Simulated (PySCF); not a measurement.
# Atomic charges against the basis set

Species: CH6BClSi.
Structure used (PBE0-D3(BJ)/def2-SVP), in Å, numbered top down from 1:
```xyz
10
CH6BClSi angstrom
B     -0.9044    0.3251    0.8635
C      0.2647    1.3250    0.9950
Si     1.8562    0.4964    0.4214
Cl     3.3935    1.8827    0.5529
H     -1.5246    0.2380   -0.1720
H     -1.1794   -0.4308    1.7680
H      0.4791    1.6332    2.0317
H      0.1702    2.2071    0.3401
H      1.7647    0.0639   -1.0000
H      2.2089   -0.6603    1.2893
```

PBE0 throughout (PySCF), one geometry, spherical d and f functions. Isolated species at its PBE0-D3(BJ)/def2-SVP geometry (one conformer only). Atoms taken as equivalent share a column and are averaged.

Mulliken charges (e):

```tsv
basis	functions	B1	C2	Si3	Cl4	H5/H6	H7/H8	H9/H10
STO-3G	34	+0.151	-0.403	+0.689	-0.347	-0.047	+0.091	-0.089
6-31G	56	+0.219	-0.860	+0.679	-0.319	-0.019	+0.235	-0.077
pcSseg-0	56	+0.262	-1.315	+0.774	-0.383	+0.037	+0.305	-0.011
6-31G*	76	+0.091	-0.703	+0.524	-0.282	+0.005	+0.225	-0.045
cc-pVDZ	94	-0.014	-0.189	+0.337	-0.240	-0.005	+0.080	-0.022
def2-SVP	94	+0.036	-0.347	+0.491	-0.272	-0.005	+0.102	-0.051
aug-cc-pVDZ	154	-1.132	+0.444	-0.095	-0.443	+0.605	-0.307	+0.315
6-311+G(2d,p)	160	+0.064	-0.613	+0.474	-0.233	+0.002	+0.193	-0.041
def2-TZVP	172	-0.063	-0.320	+0.313	-0.250	+0.021	+0.146	-0.007
cc-pVTZ	212	-0.057	-0.281	+0.323	-0.235	+0.022	+0.118	-0.016
IGLO-III	218	+0.198	-0.655	+0.879	-0.385	-0.041	+0.174	-0.150
```

IAO charges (e):

| basis | functions | B1 | C2 | Si3 | Cl4 | H5/H6 | H7/H8 | H9/H10 |
| --- | --- | --- | --- | --- | --- | --- | --- | --- |
| STO-3G | 34 | +0.077 | -0.635 | +0.748 | -0.296 | 0.000 | +0.151 | -0.098 |
| 6-31G | 56 | +0.046 | -0.664 | +0.669 | -0.294 | +0.014 | +0.180 | -0.073 |
| pcSseg-0 | 56 | +0.038 | -0.670 | +0.668 | -0.284 | +0.014 | +0.181 | -0.071 |
| 6-31G* | 76 | +0.061 | -0.681 | +0.806 | -0.317 | +0.006 | +0.173 | -0.113 |
| cc-pVDZ | 94 | +0.042 | -0.675 | +0.807 | -0.315 | +0.011 | +0.173 | -0.113 |
| def2-SVP | 94 | +0.049 | -0.674 | +0.821 | -0.308 | +0.007 | +0.170 | -0.120 |
| aug-cc-pVDZ | 154 | +0.043 | -0.682 | +0.812 | -0.322 | +0.011 | +0.175 | -0.112 |
| 6-311+G(2d,p) | 160 | +0.045 | -0.694 | +0.838 | -0.323 | +0.011 | +0.177 | -0.120 |
| def2-TZVP | 172 | +0.044 | -0.698 | +0.852 | -0.324 | +0.010 | +0.177 | -0.124 |
| cc-pVTZ | 212 | +0.043 | -0.695 | +0.839 | -0.324 | +0.011 | +0.177 | -0.120 |
| IGLO-III | 218 | +0.043 | -0.697 | +0.844 | -0.320 | +0.011 | +0.177 | -0.122 |

Question: Which scheme is steadiest as the basis changes?

Answer: Largest range over the bases for any column: IAO 0.18 e, Mulliken 1.76 e. IAO charges move least and Mulliken charges most, counted in e. Without the minimal STO-3G basis the ranges are IAO 0.18, Mulliken 1.76 e.

Question: How much do the charges still move between the two largest bases, cc-pVTZ and IGLO-III?

Answer: At most, over all atoms: Mulliken 0.555 e, IAO 0.005 e.

Question: What do the same runs give for the total energy, the frontier levels and the dipole moment?

Answer: 
```csv
basis,energy (Eh),HOMO (eV),LUMO (eV),μ (D)
STO-3G,-806.8171,-6.61,1.23,1.81
6-31G,-815.8125,-8.78,-1.73,1.80
pcSseg-0,-814.8973,-8.95,-1.98,1.71
6-31G*,-815.8841,-8.74,-1.60,1.20
cc-pVDZ,-815.9280,-8.73,-1.73,0.96
def2-SVP,-815.6413,-8.72,-1.73,0.83
aug-cc-pVDZ,-815.9356,-8.82,-1.87,0.95
"6-311+G(2d,p)",-815.9671,-8.84,-1.88,0.93
def2-TZVP,-815.9746,-8.82,-1.82,0.83
cc-pVTZ,-815.9824,-8.82,-1.81,0.87
IGLO-III,-815.9707,-8.77,-1.82,0.72
```

The dipole is fixed by the density alone, so its range of 1.09 D shows that the density itself changes with the basis, not only its division among atoms.
